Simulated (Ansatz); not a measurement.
Consider the substitution at a C–C bond: `CC(F)(Cl)I` + HCl → `FC(Cl)(Cl)I` + CH₄.

Program: Ansatz. Geometries: PBE0-D4/def2-TZVP. ΔE: electronic, gas phase. CCSD(T)/CBS is the MP2 limit (def2-TZVPP, def2-QZVPP) plus CCSD(T) − MP2 in def2-TZVPP, frozen cores. This one scheme is used for every species. DFT in def2-TZVPP. B3LYP here is the variant with VWN-RPA as its local correlation; programs differ in this. HSE06 is defined as in plane-wave codes. Elements past krypton have def2 core potentials. For I outer-core shells are correlated without core-valence functions, which leaves a few kJ/mol of doubt a bond.

| level | ΔE (kcal/mol) | difference from CCSD(T)/CBS |
| --- | --- | --- |
| LDA (SPW92) | 12.9 | -1.6 |
| PBE-D4 | 11.3 | -3.2 |
| revPBE-D4 | 11.1 | -3.4 |
| BLYP-D4 | 10.9 | -3.6 |
| B97M-V | 13.0 | -1.5 |
| PBE0-D4 | 13.5 | -1.0 |
| B3LYP-D4 | 12.7 | -1.8 |
| r2SCANh-D4 | 13.5 | -1.0 |
| r2SCAN0-D4 | 14.3 | -0.2 |
| HSE06-D4 | 13.4 | -1.1 |
| BHLYP-D4 | 14.7 | 0.2 |
| CAM-B3LYP-D4 | 13.9 | -0.6 |
| ωB97X-V | 13.8 | -0.7 |
| ωB97M-V | 13.5 | -1.0 |
| B2PLYP | 13.4 | -1.1 |
| PBE-QIDH | 14.9 | 0.4 |
| PBE | 11.2 | -3.3 |
| revPBE | 10.7 | -3.8 |
| BLYP | 10.7 | -3.8 |
| r2SCAN | 12.8 | -1.7 |
| PBE0 | 13.4 | -1.1 |
| B3LYP | 12.6 | -1.9 |
| r2SCAN0 | 14.3 | -0.2 |
| HSE06 | 13.3 | -1.2 |
| BHLYP | 14.9 | 0.4 |
| CAM-B3LYP | 13.8 | -0.7 |
| LC-ωPBE | 14.3 | -0.2 |
| RPA@PBE/def2-TZVPP | 15.0 | 0.5 |
| HF/def2-SVP | 19.2 | 4.7 |
| MP2/def2-SVP | 16.1 | 1.6 |
| CCSD(T)/def2-SVP | 16.5 | 2.0 |
| HF/def2-TZVPP | 17.0 | 2.5 |
| MP2/def2-TZVPP | 14.8 | 0.3 |
| SCS-MP2/def2-TZVPP | 14.7 | 0.2 |
| CCSD/def2-TZVPP | 16.2 | 1.7 |
| HF/def2-QZVPP | 17.0 | 2.5 |
| SCS-MP2/def2-QZVPP | 14.3 | -0.2 |
| HF/CBS(def2) | 17.0 | 2.5 |
| MP2/CBS(def2) | 13.9 | -0.6 |
| CCSD/CBS(def2) | 15.3 | 0.8 |
| CCSD(T)/CBS | 14.5 | 0 |

Largest T1 diagnostic among the species: 0.010.

Leaving LDA and LC-ωPBE aside and taking each functional with its dispersion term where it has one, the values spread over 4.0 kcal/mol, from BLYP-D4 to PBE-QIDH. LDA lies +1.6 kcal/mol from PBE without D4. From PBE to PBE0 (25 % exact exchange), in def2-TZVPP and without D4, ΔE moves by +2.1 kcal/mol.
